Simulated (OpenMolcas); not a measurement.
Mn3+ among 6 point charges of -1.5 e arranged as a trigonal prism (D3h), 2.29 Å from the ion, with a polar angle of 47.1° against the regular 49.1°.

- Program: OpenMolcas 26.06
- Method: SS-CASPT2, IPEA 0.25 Eh, imaginary shift 0.1 Eh (closed shells correlated: 3s 3p)
- Basis: ANO-RCC-VDZP [5s4p2d1f]
- Scalar Hamiltonian: DKH2, point nucleus
- Active space: 4 electrons in 5 orbitals (3d)
- State averaging: 2S+1 = 5 even, 5 roots; 2S+1 = 3 even, 45 roots; 2S+1 = 1 even, 50 roots
- Spin-orbit coupling: RASSI with atomic mean-field integrals over the reference wave functions

(1) What is the spin-free ground state (labels of D3, the rotations of D3h)?

(2) Where is the first state of the same spin?

(3) What are the lowest two levels with spin-orbit coupling?

(4) What is χT at 300 K, and how does it compare with the textbook value?

Results:

(1) 5E, 2-fold in its orbital part, 100 % from free-ion D terms; it has the highest spin that d4 allows.

(2) 5A1 at 403 cm-1 above the ground state. The two act as a nearly degenerate pair, with unquenched orbital momentum.

(3) A 1-fold level A1, then a 2-fold level E 21 cm-1 above it. Their leading multiplicities are 5 (100 %) and 5 (100 %).

(4) The lowest level has 2S+1 = 5, for which the spin-only value is χT = S(S+1) / 2 = 3.000 cm3 K/mol (g = 2). The computed 1.978 at 300 K differs by -1.022, through orbital momentum, spin-orbit coupling and any other state in reach.

Roots that are degenerate in the reference are averaged as groups; the widest CASPT2 spread within a group is 70 cm-1 (the 2-fold group of multiplicity 1 near 89200 cm-1 above the lowest state of its run). Shifts and gaps below about the spread of the groups concerned are not significant. An orbital doublet at a regular site is open to a Jahn-Teller distortion, which this geometry leaves out. The ground term spreads over less than 5000 cm-1, several times less than with real ligands, so orbital moments are less quenched and χT lies further from the spin-only value than at real sites. Free-ion shares, where given, are those of the reference states; single-state CASPT2 does not remix them. Point charges carry no covalency, so the field is a model and not that of real ligands. An unlabelled pair can be two single states that coincide in this model. No measured value stands beside these numbers.
